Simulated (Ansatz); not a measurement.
Z-matrix (Å, degrees):
```
C
Si 1 1.861
H 1 1.092 2 111.4
H 1 1.094 2 109.2 3 -119.8
H 1 1.092 2 110.7 3 121.2
Cl 2 2.174 1 105.0 3 -57.6
Si 2 2.333 1 117.1 3 -162.7
H 2 1.487 1 110.8 3 51.4
Al 6 2.518 2 88.5 1 -103.3
H 7 1.490 2 108.1 1 -147.5
H 7 1.491 2 108.7 1 -29.8
H 9 1.590 6 100.1 2 98.5
H 9 1.586 6 101.1 2 -135.9
```

The species carries charge 0 and has multiplicity 1.

List the B3LYP/def2-TZVPP orbital energies in eV (Ansatz). (Best estimate.)

The calculation gave: Occupied: -2763.19, -1800.07, -1798.52, -1524.16, -277.00, -257.95, -196.94, -196.87, -196.82, -144.53, -143.13, -112.11, -99.93, -99.80, -99.78, -98.46, -98.43, -98.40, -72.84, -72.69, -72.64, -23.26, -19.74, -15.24, -13.66, -12.04, -11.86, -11.59, -10.74, -10.46, -9.71, -9.58, -9.19, -8.35, -7.88, -6.82. Lowest empty: -1.20, -0.74, -0.44, 0.47, 0.69, 1.03, 1.23, 1.68.

B3LYP here is the variant with VWN-RPA as its local correlation; programs differ in this.
